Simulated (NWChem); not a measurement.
System: InI, singlet; SMILES [I][In]

All runs: NWChem. Medium grid unless said otherwise, to which SCAN and Minnesota functionals are sensitive. Low-valent species are run as closed-shell singlets; no triplet was tried in these runs. Coordinates come from a PBE0/def2-SVP optimisation. def2 effective core potentials on In, I; no spin-orbit coupling. Total energies of different functionals are on different scales.

```csv
level,energy (Ha),highest occupied level (eV),orbital gap (eV),dipole (D)
B3LYP/def2-SVP,-488.0801,?,?,3.47
PBE/def2-SVP,-487.9051,-5.91,3.34,3.26
"LDA (Slater exchange, VWN5)/def2-SVP",-487.1931,-6.12,3.32,3.21
B97-D/def2-SVP,-488.8116,-5.88,3.33,3.35
PW91/def2-SVP,-488.0948,-5.96,3.32,3.25
LRC-wPBEh/def2-SVP,-487.9447,-8.45,8.01,3.79
MN15/def2-SVP,-486.7804,-7.31,5.67,3.43
SCAN/def2-SVP,-488.0679,-6.19,3.69,3.45
```

Q: What belongs in the gaps?

A: 
- B3LYP/def2-SVP, highest occupied level (eV): -6.61
- B3LYP/def2-SVP, orbital gap (eV): 4.44
